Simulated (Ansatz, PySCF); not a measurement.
This Ansatz (a first-principles code) input computes a r2SCAN/def2-TZVPD energy:

Ansatz 0.2 input:
```yaml
crystal:
  periodic: [false, false, false]
  atoms:
    - {symbol: O, position_ang: [2.54337867, -0.20297214, -0.22127023]}
    - {symbol: C, position_ang: [1.48526247, -0.19671782, 0.35406590]}
    - {symbol: C, position_ang: [0.22251529, 0.30545071, -0.21721732]}
    - {symbol: C, position_ang: [-0.80071793, 0.97960813, 0.70474372]}
    - {symbol: C, position_ang: [-1.07115216, -0.36433907, 0.17244047]}
    - {symbol: F, position_ang: [-2.01079431, -0.49614349, -0.81379430]}
    - {symbol: H, position_ang: [1.40286716, -0.58506376, 1.39420051]}
    - {symbol: H, position_ang: [0.27990607, 0.67478841, -1.23219863]}
    - {symbol: H, position_ang: [-1.34242310, 1.80856646, 0.27250203]}
    - {symbol: H, position_ang: [-0.55526505, 1.07742978, 1.75418328]}
    - {symbol: H, position_ang: [-1.05041173, -1.23066387, 0.82142672]}
basis:
  gaussian:
    orbitals: def2-TZVPD
hamiltonian:
  xc: {name: r2SCAN}
output: {forces: true}
```

Task: Write an input for the same energy in PySCF and say what it gives.

Result: 
```python
from pyscf import gto, scf, dft

mol = gto.M(
    atom='''
    O     2.54337867   -0.20297214   -0.22127023
    C     1.48526247   -0.19671782    0.35406590
    C     0.22251529    0.30545071   -0.21721732
    C    -0.80071793    0.97960813    0.70474372
    C    -1.07115216   -0.36433907    0.17244047
    F    -2.01079431   -0.49614349   -0.81379430
    H     1.40286716   -0.58506376    1.39420051
    H     0.27990607    0.67478841   -1.23219863
    H    -1.34242310    1.80856646    0.27250203
    H    -0.55526505    1.07742978    1.75418328
    H    -1.05041173   -1.23066387    0.82142672
    ''',
    basis='def2-tzvpd',
    charge=0,
    spin=0,
    verbose=4,
)

mf = dft.RKS(mol, xc='r2scan').density_fit(auxbasis='def2-universal-jkfit')
mf.grids.level = 4
mf.conv_tol = 1e-9
mf.max_cycle = 100
mf.max_memory = 1500
mf.kernel()
if not mf.converged:
    mf = mf.newton()
    mf.kernel(mf.make_rdm1())
mf.analyze()
```
It gives -330.41514 Eh, and Ansatz -330.41505 Eh, a difference of 0.09 mEh, from the treatment of integrals and grids.
